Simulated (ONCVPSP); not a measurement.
**strontium: excitation energies, all-electron against ONCV**

Sr (Z = 38), optimised norm-conserving Vanderbilt (ONCV), made with ONCVPSP 4.0.1 (PBE, fully relativistic). Core [Ar] 3d10, reference 4s2 4p6 5s1.75 5p0.25. Waves: 4s+5s: rc 2.00 bohr, ncon 4, nbas 8, qcut 6.6 1/bohr, 2 projectors; 4p+5p: rc 2.25 bohr, ncon 4, nbas 8, qcut 5.4 1/bohr, 3 projectors, debl 0.5 Ha; d scattering state at 0.18 Ha: rc 1.95 bohr, ncon 4, nbas 7, qcut 5.1 1/bohr, local; f scattering state at 0.4 Ha: rc 1.95 bohr, ncon 3, nbas 6, qcut 6.6 1/bohr, 3 projectors, debl 3.2 Ha. Local part: the d channel. Core correction: none.

Open shells are filled in proportion to 2j + 1.

In the d channel the program set the typed energies aside and used 0.050 Ha (j = l + 1/2; the other j can differ).

Energies are relative to the spin-unpolarised reference configuration 4s2 4p6 5s1.75 5p0.25; without spin polarisation the order of configurations can differ from experiment. The d channel is local and has no spin–orbit splitting in the pseudo-atom.

```tsv
valence configuration	charge	ΔE all-electron (eV)	error AE − PS (meV)
4s2 4p6 5s2 5p0	0	-0.564	0.0
4s2 4p6 5s1 5p0	+1	5.321	0.0
4s2 4p6 5s0 5p0	+2	16.327	0.0
```

Task: What are ΔE and the potential's error for 4s1 4p6 5s2 5p0?

Result: ΔE = 46.449 eV all-electron; the error (AE − PS) is -29 meV.

Levels in the configuration 4s1 4p6 5s2 5p0:

```csv
level,all-electron (eV),pseudo (eV)
4s j=1/2,-53.414,-53.480
4p j=3/2,-34.248,-34.310
4p j=1/2,-35.520,-35.583
5s j=1/2,-10.055,-10.058
```

Note: ghosts flagged at negative energy: s at -137.3 eV; no localised positive-energy state flagged. A true bound ghost makes a file unfit for plane-wave use.
